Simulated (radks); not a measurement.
Question: The table gives one normalised radial function P(r) = r R(r) (large component) of Os2+ in [Xe] 4f14 5d6 (r in bohr). Calculated with a radial shooting solver on a logarithmic mesh with Libxc functionals: Dirac Kohn-Sham, PBEsol, spin-unpolarised, spherical densities, finite nucleus; open shells are shared between the two j in proportion to 2j + 1; Fermi nuclear charge, rms radius 5.4126 fm.

r,P
0.003232,0.0001
0.00431,0.0002
0.005749,0.0006
0.007729,0.0013
0.01031,0.0028
0.01375,0.0059
0.01834,0.0124
0.02446,0.0250
0.03262,0.0479
0.04351,0.0861
0.05803,0.1417
0.0774,0.2065
0.1032,0.2518
0.1377,0.2271
0.1837,0.0864
0.2449,-0.1500
0.3267,-0.3520
0.4357,-0.3434
0.5812,-0.0617
0.7814,0.3757
1.042,0.7194
1.39,0.8313
1.854,0.7158
2.473,0.4784
3.298,0.2411
4.399,0.0858
5.867,0.0190

Which n and l does it have? It may be an empty orbital.

Answer: n = 5, l = 2: the number of nodes gives n - l - 1 = 2, the rise at small r points to l (this Dirac orbital starts outside the nucleus as r^gamma with gamma = sqrt((l + 1)^2 - (Z/c)^2) = 2.95; the j = 5/2 orbital of l + 1 starts with the same power, but with a smaller coefficient, and then steepens), and the extent must fit the shell. The curve is that of 5d5/2; the two j differ most near the nucleus, where j = l - 1/2 has the larger amplitude, and in heavy atoms j = l - 1/2 is also the more compact. 5d5/2: eigenvalue -22.495 eV, 2 radial nodes at r = 0.206, 0.608 bohr, <r> = 1.72 bohr, 90 % of the charge inside 2.65 bohr.
